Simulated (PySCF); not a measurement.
C6H10O, charge +1, doublet, geometry from GFN2-xTB (a state made from the parent by changing its charge; the spin is typed, not shown lowest), with bond 17-7 at 1.6 times its length. Base run: PySCF with DF-BLYP/6-31G**.

Here is a job for PySCF.
```python
from pyscf import gto, scf, dft

mol = gto.M(
    atom='''
O     2.284579    0.402063   -0.048601
C     1.149213    0.222098    0.199064
C     0.087086    1.327827    0.283926
C    -1.138626    0.993989   -0.527222
C    -1.774425   -0.323811   -0.092098
C    -0.713115   -1.398146   -0.314805
C     0.527580   -1.148540    0.503822
H    -0.158391    1.427635    1.345339
H     0.571154    2.241566   -0.070569
H    -1.879781    1.788107   -0.367779
H    -0.905391    0.985460   -1.594551
H    -2.658391   -0.534295   -0.691714
H    -2.069929   -0.283281    0.956283
H    -1.142226   -2.358281    0.000413
H    -0.464562   -1.492791   -1.374487
H     1.305663   -1.887693    0.296101
H     0.161769   -1.140367    2.215538
''',
    basis='6-31g**',
    charge=1,
    spin=1,
    verbose=4,
)

mf = dft.UKS(mol)
mf.xc = 'blyp'
mf = mf.density_fit(auxbasis='def2-universal-jkfit')
mf.kernel()
mf.analyze()
```

The base run was repeated with changes; each row names its change, and settings that it needs were set with it.

| change | ΔE vs base (mEh) | SCF cycles | <S^2> | outcome |
|---|---|---|---|---|
| base | 0.000 | 17 | 0.752 | converged |
| diis_space = 4 | 0.000 | 28 | 0.752 | converged |
| conv_tol = 1e-11 | 0.000 | 20 | 0.752 | converged |
| conv_tol = 1e-4 | 0.026 | 9 | 0.752 | converged |
| damp = 0.5; diis_start_cycle = 5 | 0.000 | 24 | 0.752 | converged |
| diis = off; damp = 0.3 (with mf.diis_start_cycle = 200; with mf.max_cycle = 150) | - | - | - | cut at the time limit |
| conv_tol_grad = 1e-7 | 0.000 | 26 | 0.752 | converged |
| diis_space = 20 | 0.000 | 16 | 0.752 | converged |

Open shells are given as the SCF converged; they aren't shown to be the lowest states, and a large step between rows can be another state.
